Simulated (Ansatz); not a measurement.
`C[S][Ti]([F])([F])[Cl]` + HI → `[F][Ti]([F])([Cl])[I]` + CH₃SH at 298.15 K and 1 bar (ligand exchange at a Ti–S bond).

Calculated with Ansatz (gas phase, PBE0-D4/def2-TZVP geometries, no zero-point term in ΔE). CCSD(T)/CBS is the MP2 limit (def2-TZVPP, def2-QZVPP) plus CCSD(T) − MP2 in def2-TZVPP, frozen cores. This one scheme is used for every species. def2 core potentials past Kr. For I, Ti outer-core shells are correlated without core-valence functions, which leaves a few kJ/mol of doubt a bond. Scalar relativity is left out up to krypton. One conformer a species, not always the lowest.

| species | CCSD(T)/CBS energy (Eh) | H − E (kJ/mol) | S (J/(mol·K)) |
| --- | --- | --- | --- |
| `C[S][Ti]([F])([F])[Cl]` | -1946.16025 | 145.2 | 409.4 |
| HI | -298.03592 | 22.7 | 206.5 |
| `[F][Ti]([F])([Cl])[I]` | -1805.98222 | 39.2 | 370.8 |
| CH₃SH | -438.22835 | 133.0 | 253.2 |

H − E and S are ideal-gas, rigid-rotor, harmonic terms from PBE0-D4/def2-TZVP, for one conformer and one mirror image of each species. 1 Eh = 2625.50 kJ/mol, R = 8.31446 J/(mol·K).

By hand: ΔE, ΔH, ΔS and ΔG.

ΔE = (-1805.98222) + (-438.22835) − (-1946.16025) − (-298.03592) = -0.01440 Eh = -37.8 kJ/mol. Δ(H − E) = 39.2 + 133.0 − 145.2 − 22.7 = 4.3, so ΔH = -33.5 kJ/mol. ΔS = 370.8 + 253.2 − 409.4 − 206.5 = 8.1 J/(mol·K). ΔG = -33.5 − 298.15 × (8.1)/1000 = -35.9 kJ/mol.

By hand: the equilibrium constant, and the temperature at which ΔG would vanish if ΔH and ΔS stayed fixed.

log₁₀ K = −ΔG/(RT ln 10) = 6.3. ΔH and −TΔS have one sign here, so there is no such temperature.

The number of gas molecules stays the same, so ΔS is small and ΔH decides. A doubt of 5 kJ/mol in ΔE shifts log₁₀ K by 0.9 here. Other conformers and mirror images would add mixing entropy, several J/(mol·K) or more a flexible species. Modes under 60 cm⁻¹, often nearly free rotors, make the harmonic entropy too high. These are equilibria of isolated gas molecules and say nothing of rates. Largest T1 diagnostic: 0.025 (customary marks: 0.02 for closed shells, 0.045 for open ones).

ΔS is within the doubt of such terms, so its sign, and with it that verdict, could turn.
